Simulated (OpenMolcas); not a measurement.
## Levels of Nd⁴⁺ by method

```json
{
  "Program": "OpenMolcas 26.06",
  "Basis": "ANO-R2 [8s7p4d3f1g]",
  "Scalar Hamiltonian": "X2C, finite nucleus",
  "Active space": "2 electrons in 7 orbitals (4f)",
  "State averaging": "2S+1 = 3 even, 21 roots; 2S+1 = 1 even, 28 roots",
  "Spin-orbit coupling": "state interaction with AMFI integrals over the reference wave functions, term energies averaged over their components"
}
```

Methods on the same reference wave functions:
A. CASSCF
B. SS-CASPT2, IPEA 0.25 Eh, imaginary shift 0.1 Eh (closed shells correlated: 5s 5p)
C. XMS-CASPT2, IPEA 0.25 Eh, imaginary shift 0.1 Eh (closed shells correlated: 5s 5p)

Energies in cm-1 above 4f2 3H4, the measured ground level; measured values from the list in Carvajal Gallego et al., Mon. Not. R. Astron. Soc. 518, 332 (2023).

| Level | A | B | C | Measured |
| --- | --- | --- | --- | --- |
| 4f2 3H4 | 0.0 | 0.0 | 0.0 | 0.0 |
| 4f2 3H5 | 2967 | 2980 | 2990 | 2834 |
| 4f2 3H6 | 6065 | 6080 | 6080 | 5743 |
| 4f2 3F2 | 7772 | 6610 | 6810 | 5894 |
| 4f2 3F3 | 9694 | 8570 | 8780 | 7785 |
| 4f2 1D2 | 26935 | 23830 | 23830 | 20551 |
| 4f2 1I6 | 32215 | 29850 | 29890 | 26088 |
| 4f2 3P0 | 33504 | 29630 | 29430 | 25051 |
| 4f2 3P1 | 34361 | 30540 | 30340 | 25893 |
| 4f2 3P2 | 35988 | 32220 | 32030 | 27479 |
| 4f2 1S0 | 73493 | 64150 | 64200 |  |

Deviations, from unrounded energies. A percentage is the sum of absolute deviations over the sum of measured energies, with the sign that they share, or ± where signs differ.

| Against measurement | Levels | A | B | C |
| --- | --- | --- | --- | --- |
| mean absolute deviation (cm-1) | 9 | 4700 | 2600 | 2500 |
| fine structure of the ground term (%) | 2 | +5.3 | +5.6 | +5.7 |
| other terms of the ground configuration (%) | 7 | +30.1 | +16.2 | +16.1 |

B, C lie about equally close to measurement and A furthest from it. The largest miss of C in the table is 4f2 3P2, by +4600 cm-1. The ranking rests on the paired levels alone, and a cruder setting can come out closer through cancelling errors.

Between B and C the level of the table that moves most is 4f2 3F3, by 210 cm-1 (lowest in B, highest in C). Moves below CASPT2's spread within the term are not significant.

The mean deviations of B to C differ by less than CASPT2's widest spread within a term (1100 cm-1), so their order carries little weight.

From A to B the spin-free energies of the other terms of 4f2 shown, above 3H, scale by factors of 0.83 to 0.92, as is usual when dynamic correlation screens the repulsion within a d or f shell.

The lowest spin-free term lies below A's lowest term by 0.232 hartree in B, 0.235 hartree in C.

Term energies are means over components that CASPT2 splits; among the terms shown or strongly mixed into the levels shown the widest spread is 1100 cm-1 (4f2 1I, C). Without dynamic correlation excited terms often stand tens of per cent too high (terms of higher spin than the ground term too low), and those without a measured partner can miss by more than the paired ones (holds for A). Some levels mix across a computed gap that differs much from the measured one, so their mixing is not that of the real levels (holds for A). Some terms miss by over 15 % even with CASPT2, which points to a basis or an active space too small for the shells correlated (holds for B; C). The CASPT2 spread within a term exceeds the gap to the next term for 4f2 1I and 4f2 3P, so the order of their levels is uncertain (holds for C). Computed and measured levels are paired by configuration, term and J; levels that our copy of the source lacks, or whose pairing is in doubt (as where it misses far off the trend of its configuration), stay unpaired and out of the deviations. Levels of configurations outside the active space are missing. The table leaves out levels that lie high or whose names do not pair safely across all columns.
